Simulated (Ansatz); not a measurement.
Molecular dynamics of ClH5W

Input file:

```yaml
crystal:
  periodic: [false, false, false]
  atoms:
    - { symbol: W, position_ang: [0.0, 0.0, 0.529817] }
    - { symbol: Cl, position_ang: [0.0, 0.0, 2.87671] }
    - { symbol: H, position_ang: [1.416397, 0.0, -0.390604] }
    - { symbol: H, position_ang: [0.0, 1.416397, -0.390604] }
    - { symbol: H, position_ang: [-1.416397, 0.0, -0.390604] }
    - { symbol: H, position_ang: [0.0, -1.416397, -0.390604] }
    - { symbol: H, position_ang: [0.0, 0.0, -1.174112] }
basis:
  gaussian: { orbitals: def2-SVP }
hamiltonian:
  xc: revpbe
  dispersion: d4
md:
  timestep: 0.5
  n_steps: 150
  ensemble: nve
  temperature: 2000.0
  initial_velocities: maxwell_boltzmann
  seed: 18517
  masses: [{ species: H, mass: 10.0 }]
```

Run as:

```bash
$ ansatz run input.yaml --threads 1 --pin off --max-ram 2048MiB --backend cpu --events-out ev --progress --plain --runs-dir out
```

It starts from a relaxed structure.

Output, in part (step lines, the closing report, with atoms numbered from 0):

```
md step     0: t =     0.00 fs  T =  2000.0 K  F+E_penalty+E_count = -14424.13707872 eV  E_kin = 1.292600 eV  conserved = -14422.84447873 eV  (77 SCF iters)
[... lines left out ...]
Total energy: -14423.61045631 eV, -530.0579075951 hartree
Atom 0 at     0.146143     0.026019     0.536569 Å, force     1.179620     0.565596    -4.178280 eV/Å
Atom 1 at    -0.362675    -0.068094     2.658028 Å, force    -0.389583    -0.109518     2.922973 eV/Å
Atom 2 at     1.147267     0.010228    -1.090870 Å, force    -0.402582    -0.157455     1.408414 eV/Å
Atom 3 at    -0.334058     1.479003    -0.343103 Å, force    -0.107678    -0.915158     0.480450 eV/Å
Atom 4 at    -1.504379     0.031470     0.340071 Å, force     0.027445    -0.042944    -0.181333 eV/Å
Atom 5 at    -0.271727    -1.551721    -0.003876 Å, force    -0.108770     0.488201     0.142801 eV/Å
Atom 6 at    -0.438113    -0.205925    -0.987658 Å, force    -0.198453     0.171278    -0.595025 eV/Å
Dipole moment:     0.241115     0.043473     0.305884 e Å
```

The steps, from the saved trajectory:

| time (fs) | T (K) | potential energy less start (eV) | conserved less start (meV/atom) |
| --- | --- | --- | --- |
| 0 | 2000 | 0.000 | 0.00 |
| 2.5 | 1929 | 0.046 | 0.01 |
| 5 | 1745 | 0.165 | 0.02 |
| 7.5 | 1504 | 0.321 | 0.04 |
| 10 | 1259 | 0.479 | 0.05 |
| 12.5 | 1053 | 0.612 | 0.05 |
| 15 | 913 | 0.703 | 0.06 |
| 17.5 | 847 | 0.746 | 0.05 |
| 20 | 853 | 0.742 | 0.05 |
| 22.5 | 912 | 0.704 | 0.04 |
| 25 | 995 | 0.649 | 0.03 |
| 27.5 | 1064 | 0.605 | 0.02 |
| 30 | 1080 | 0.595 | 0.02 |
| 32.5 | 1016 | 0.636 | 0.02 |
| 35 | 883 | 0.722 | 0.03 |
| 37.5 | 731 | 0.821 | 0.05 |
| 40 | 639 | 0.880 | 0.06 |
| 42.5 | 672 | 0.859 | 0.06 |
| 45 | 832 | 0.755 | 0.05 |
| 47.5 | 1061 | 0.607 | 0.03 |
| 50 | 1274 | 0.469 | 0.02 |
| 52.5 | 1413 | 0.380 | 0.01 |
| 55 | 1458 | 0.350 | 0.02 |
| 57.5 | 1427 | 0.371 | 0.03 |
| 60 | 1351 | 0.420 | 0.04 |
| 62.5 | 1262 | 0.477 | 0.04 |
| 65 | 1185 | 0.527 | 0.04 |
| 67.5 | 1135 | 0.559 | 0.05 |
| 70 | 1120 | 0.569 | 0.05 |
| 72.5 | 1138 | 0.557 | 0.04 |
| 75 | 1186 | 0.527 | 0.04 |

The run went to its last step. The conserved energy stayed within 0.066 meV per atom of its start (net change 0.041 meV per atom), so the integration is sound. Over the second half the temperature averaged 0.56 of the 2000 K drawn at the start: a run that starts near a minimum puts about half its kinetic energy into the potential. A run of 0.075 ps of so small a system gives no equilibrium averages.

The same pairs are bonded in the first frame and the last. Pairs count as bonded within 1.25 times the sum of covalent radii (0.12 Å more for H–H).

Last frame:

```xyz
7
Properties=species:S:1:pos:R:3
W 0.146 0.026 0.537
Cl -0.363 -0.068 2.658
H 1.147 0.010 -1.091
H -0.334 1.479 -0.343
H -1.504 0.032 0.340
H -0.272 -1.552 -0.004
H -0.438 -0.206 -0.988
```

Run time: 5.8 min on 1 thread of Arm Neoverse V2, on a shared host, peak memory 0.14 GiB.
